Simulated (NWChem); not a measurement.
System: C₂H₄BBr; SMILES C=CBBr

```xyz
8

B     -1.0384    -0.5197    -0.0009
H     -2.2201    -0.2861    -0.0032
Br     0.1017     1.0194     0.0001
C     -0.4690    -1.9541     0.0010
C      0.8410    -2.2549    -0.0005
H     -1.1852    -2.7855     0.0030
H      1.2048    -3.2880     0.0003
H      1.6007    -1.4651    -0.0027
```
Atoms are numbered in this order, from 1.

Program: NWChem. The geometry was optimised at PBE0/def2-SVP. B3LYP is NWChem's, with the RPA form of VWN correlation.

For level B3LYP/def2-SVP:

highest occupied level (eV): -7.65
dipole (D): 1.66

**Question.** What are these values for level B3LYP/def2-TZVPP?

**Answer.** The highest occupied level (eV) is -7.82 and the dipole (D) is 1.76.
